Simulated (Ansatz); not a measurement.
CH4BrClGe, SMILES `Cl[CH]([GeH3])Br`, relaxed with RKS PBE0-D4/def2-TZVP in the Gaussian-basis code of Ansatz from a PBE-D4/def2-SVP geometry. The force threshold is 0.005 eV/Å; the program also tests the step.

Total charge 0; spin multiplicity 1.

Start:

```xyz
8

Cl    2.068   -0.724    0.668
C     0.389   -0.882    0.066
Ge   -0.504    0.899    0.070
Br    0.316   -1.649   -1.745
H    -0.122   -1.618    0.713
H    -0.469    1.444    1.521
H    -1.966    0.712   -0.408
H     0.287    1.818   -0.886
```

(1) By how much does the energy fall, and how many steps does the optimiser take? (Estimate.)

(2) Which bonds change most? (An estimate is asked.)

(3) Give the relaxed structure. (Best estimate.)

Answers

(1) Computed: 2.58 kJ/mol, in 4 steps.

(2) Ansatz gave: C2–Br4 from 1.968 to 1.943 Å; Cl1–C2 from 1.791 to 1.767 Å; C2–H5 from 1.105 to 1.087 Å; Ge3–H7 from 1.549 to 1.534 Å.

(3) The calculation gave: 
```xyz
8

Cl    2.045   -0.732    0.658
C     0.386   -0.873    0.066
Ge   -0.502    0.895    0.071
Br    0.322   -1.630   -1.722
H    -0.119   -1.596    0.701
H    -0.465    1.434    1.508
H    -1.949    0.702   -0.401
H     0.282    1.800   -0.882
```
